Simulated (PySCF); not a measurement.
H7NO2Si2, SMILES N[Si@@H](O[SiH3])O. Atoms are numbered in the order given.

```xyz
12

N     -2.1686     0.3961     0.7738
Si    -0.9596     0.0190    -0.3873
O     -0.6024    -1.6067    -0.3214
O      0.5160     0.7307    -0.1360
Si     2.0858     0.2713     0.1714
H     -2.0057     0.2420     1.7650
H     -2.7647     1.2051     0.6265
H     -1.4828     0.4758    -1.6959
H     -1.3531    -2.2055    -0.2370
H      2.9020     1.5102     0.2992
H      2.1759    -0.4978     1.4466
H      2.6315    -0.5599    -0.9391
```

Coordinates come from a B3LYP-D3(BJ)/def2-SVP optimisation. The structure was generated by enumeration; whether it is a known compound was not checked. One conformer was computed; it need not be the lowest.

Two levels are set side by side: PBE/pcSseg-1 (PySCF) and PBE0/pcSseg-1 (PySCF). GIAO shifts against H2O (¹⁷O), NH3 (¹⁵N), TMS (²⁹Si), TMS (¹H) at the same level; non-relativistic, no solvent, atoms listed together averaged. Differences are taken from unrounded values.

```
quantity                PBE
--------------------  -----
δ(¹⁵N) of N1 (ppm)     44.9
δ(²⁹Si) of Si2 (ppm)  -44.3
δ(¹⁷O) of O3 (ppm)     63.7
δ(¹⁷O) of O4 (ppm)     57.7
δ(²⁹Si) of Si5 (ppm)  -41.8
δ(¹H) of H8 (ppm)      5.05
δ(¹H) of H9 (ppm)      1.59
```

These are the PBE values. What does PBE0 give? (An estimate is asked for; the answer gives what the named calculation found.)


| quantity | PBE0 | PBE minus PBE0 |
|---|---|---|
| δ(¹⁵N) of N1 (ppm) | 39.7 | 5.1 |
| δ(²⁹Si) of Si2 (ppm) | -42.9 | -1.4 |
| δ(¹⁷O) of O3 (ppm) | 54.7 | 8.9 |
| δ(¹⁷O) of O4 (ppm) | 47.5 | 10.2 |
| δ(²⁹Si) of Si5 (ppm) | -39.3 | -2.5 |
| δ(¹H) of H8 (ppm) | 4.77 | 0.28 |
| δ(¹H) of H9 (ppm) | 1.71 | -0.11 |

Rough cost on one machine, each run with all the roots and properties that it gave: PBE0 against PBE within a factor of 2.
